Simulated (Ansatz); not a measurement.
Two isomers of C2H6S2Si: A = `[SiH3]SCC=S`, B = `CS[Si]SC`.

Program: Ansatz. Geometries: PBE0-D4/def2-TZVP. ΔE: electronic, gas phase. CCSD(T)/CBS is the MP2 limit (def2-TZVPP, def2-QZVPP) plus CCSD(T) − MP2 in def2-TZVPP, frozen cores. DFT in def2-TZVPP. B3LYP here is the variant with VWN-RPA as its local correlation; programs differ in this. Each species was taken in one conformer, which may not be the lowest.

Problem. Which isomer does CCSD(T)/CBS put lower? Give the gap. (Estimate.)

Solution. Computed: B, by 18.4 kcal/mol.

Problem. Give E(B) − E(A) in kcal/mol with CCSD/def2-TZVPP, B3LYP-D4, HF/def2-TZVPP, CCSD(T)/def2-SVP, r2SCAN-D4, BLYP-D4, B2PLYP. (An estimate is asked.)

Solution. Ansatz gave: CCSD/def2-TZVPP -17.3, B3LYP-D4 -20.1, HF/def2-TZVPP -14.0, CCSD(T)/def2-SVP -12.8, r2SCAN-D4 -19.8, BLYP-D4 -20.7, B2PLYP -18.3. None reverses the order clearly.

Problem. Does the order hold for the free energy at 298.15 K (harmonic terms from PBE0-D4)? (An estimate is asked.)

Solution. The calculation gave: Yes: G(B) − G(A) = -13.5 kcal/mol, for one conformer each.

Largest T1 diagnostic: 0.015.

In def2-TZVPP, CCSD(T) changes the Hartree–Fock value by −3.4 kcal/mol (the triples alone add −0.1 kcal/mol) and MP2 by −2.5 kcal/mol. At CCSD(T), def2-SVP lies +5.7 kcal/mol from the extrapolated value and def2-TZVPP +1.1 kcal/mol.
